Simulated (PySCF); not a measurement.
F$_{2}$, charge +1, doublet, at the geometry optimised at the base level (a state made from the parent by changing its charge; the spin is typed, not shown lowest); PySCF with HF/cc-pVDZ, frequencies.

PySCF was given this input:
```python
from pyscf import gto, scf
from pyscf.hessian import thermo

mol = gto.M(
    atom='''
F    -0.000000   -0.000000   -0.615926
F     0.000000    0.000000    0.615926
''',
    basis='cc-pvdz',
    charge=1,
    spin=1,
    verbose=3,
)

mf = scf.UHF(mol)
mf.kernel()
hess = mf.Hessian().kernel()
freq = thermo.harmonic_analysis(mf.mol, hess)
print('frequencies / cm-1', freq['freq_wavenumber'].round(1))
th = thermo.thermo(mf, freq['freq_au'], 298.15, 101325)
thermo.dump_thermo(mf.mol, th)
```

What the program printed (banner, timings and long lists left out):

```
converged SCF energy = -198.118905845716  <S^2> = 0.76288821  2S+1 = 2.0128469
frequencies / cm-1 [1428.6]
temperature 298.1500 [K]
pressure 101325.00 [Pa]
Rotational constants [GHz] inf 35.06009 35.06009
Symmetry number 2
Zero-point energy (ZPE) 0.00325 [Eh]   8545.069 [J/mol]
                           tot       elec      trans        rot        vib
Entropy [J/mol/K]       205.539      5.763    154.112     45.597      0.067
Cv [J/mol/K]             21.188      0.000     12.472      8.314      0.401
Cp [J/mol/K]             29.502      0.000     20.786      8.314      0.401
Internal energy [J/mol]                      3718.434   2478.956   8562.412
Internal energy [Eh]   -198.11328  -198.11891
Enthalpy [J/mol]                             6197.391   2478.956   8562.412
Enthalpy [Eh]          -198.11234
Gibbs free energy [J/mol]                  -39750.989 -11115.882   8542.555
Gibbs free energy [Eh] -198.13568
```
